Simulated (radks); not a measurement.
Results of a calculation; reference values are marked as such.
Valence configurations of neutral niobium (all share [Kr]). Level of theory: scalar-relativistic Kohn-Sham, r2SCAN, spin-unpolarised, spherical densities, finite nucleus; meta-GGA in the generalised Kohn-Sham scheme; Fermi nuclear charge, rms radius 4.324 fm (a radial shooting solver on a logarithmic mesh with Libxc functionals). Energies are relative to 4d4 5s1; eigenvalues in eV.

| valence | E (eV) | e(4d) | e(5p) | e(5s) |
|---|---|---|---|---|
| 4d4 5s1 | 0.000 | -2.959 | - | -3.927 |
| 4d4 5p1 | 2.932 | -4.116 | -1.641 | - |
| 4d2 5s1 5p2 | 7.524 | -8.723 | -2.992 | -6.954 |
| 4d3 5s1 5p1 | 2.828 | -5.745 | -2.041 | -5.492 |
| 4d3.5 5s1.5 | -0.415 | -3.723 | - | -4.401 |
| 4d2 5p3 | 11.495 | -9.696 | -3.437 | - |
| 4d3.5 5s1 5p0.5 | 1.202 | -4.327 | -1.517 | -4.719 |
| 4d2.5 5s1 5p1.5 | 4.922 | -7.214 | -2.530 | -6.236 |
| 4d5 | 1.207 | -1.758 | - | - |
| 4d4.5 5p0.5 | 1.892 | -2.888 | -1.188 | - |

NIST lists [Kr] 4d4 5s1 as the ground configuration; this level of theory puts 4d3.5 5s1.5 lower, by 0.415 eV. The energies are those of spherical spin-averaged densities, not of single terms.
